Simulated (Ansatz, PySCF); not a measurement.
Stretching the Si1–F2 bond in F2H2Si (SMILES F[SiH2]F) (multiplicity 1 held, fragments rigid). Energies count from the point at 1.592 Å.
Geometry at that point (charge 0, multiplicity 1):
```xyz
5

Si     0.22395    -0.14591     0.36052
F     -0.89517    -0.95087    -0.43504
F      0.40910     1.26754    -0.34743
H      1.48977    -0.88621     0.26169
H     -0.25050     0.07882     1.73329
```

Restricted levels (R-, RO-) in cc, def2 and unpolarised 6-31G sets keep to the state of the molecule at rest. U- levels take the lowest unrestricted solution at each point, which mixes spins at long bonds. Curves can end on different states.

Correlated levels freeze the cores. Rows in 6-31G* carry no dispersion term and start afresh at each structure (6-31G* with six Cartesian d functions). MP2/6-31G* freezes PySCF's default core.

Codes used: Ansatz (Gaussian basis) for Hartree–Fock, density functionals and correlated methods; PySCF for 6-31G* rows. Values without a source in brackets are computed.

Energies in eV.

| R (Å) | R-B3LYP/cc-pV(T+d)Z | U-B3LYP/cc-pV(T+d)Z | R-MP2/6-31G* | U-CCSD/cc-pV(T+d)Z |
|---|---|---|---|---|
| 1.273 | 3.40 | 3.40 | 4.01 | 3.35 |
| 1.432 | 0.59 | 0.59 | 0.77 | 0.55 |
| 1.592 | 0.00 | 0.00 | 0.00 | 0.00 |
| 1.751 | 0.33 | 0.33 | 0.30 | 0.39 |
| 1.910 | 1.02 | 1.02 | 1.04 | 1.15 |
| 2.149 | 2.22 | 2.22 | 2.37 | 2.45 |
| 2.387 | 3.34 | 3.34 | 3.65 | 3.68 |
| 2.785 | 4.83 | 4.83 | 5.41 | 5.36 |
| 3.183 | 5.89 | 5.67 | 6.66 | 6.34 |
| 3.661 | 6.72 | 6.18 | 7.61 | 6.70 |
| 4.297 | 7.37 | 6.48 | 8.13 | 6.78 |
| 5.093 | 7.76 | 6.63 | 7.93 | 6.79 |

Doubts at one or more of the structures used: a restricted determinant that unrestricted orbitals would lower (R-B3LYP/cc-pV(T+d)Z, R-MP2/6-31G*); a spin-contaminated determinant (U-B3LYP/cc-pV(T+d)Z, U-CCSD/cc-pV(T+d)Z); T1 above 0.05 (U-CCSD/cc-pV(T+d)Z).

Ansatz is an electronic-structure program.
